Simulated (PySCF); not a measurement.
Ga(Cl)2(SH) (Cl2GaHS), SMILES [SH][Ga]([Cl])[Cl].

The structure is a stationary point at B3LYP-D3(BJ)/def2-SVP. The structure was generated by enumeration; whether it is a known compound was not checked. The values are those of a single conformer.

Method: C-PCM-B3LYP/def2-SVP (PySCF).

The values are the electrostatic part of the solvation free energy, E(continuum) − E(gas) at the gas-phase geometry, in a cavity of scaled van der Waals radii (PySCF's table); cavitation and dispersion terms are not included. A continuum can't describe solvent molecules that bind to the metal. In vacuum the orbital gap is 6.08 eV. The dipole moment in vacuum is 1.50 D.

Computed values in water (ε = 78.36), ethylethanoate (ε = 5.99), diethylether (ε = 4.24):
```json
[
 {"solvent": "water", "ε": "78.36", "ΔG(elec) (kcal/mol)": "-4.7", "dipole (D)": "1.99", "gap (eV)": "6.05"},
 {"solvent": "ethylethanoate", "ε": "5.99", "ΔG(elec) (kcal/mol)": "-3.9", "dipole (D)": "1.89", "gap (eV)": "6.06"},
 {"solvent": "diethylether", "ε": "4.24", "ΔG(elec) (kcal/mol)": "-3.5", "dipole (D)": "1.85", "gap (eV)": "6.07"}
]
```
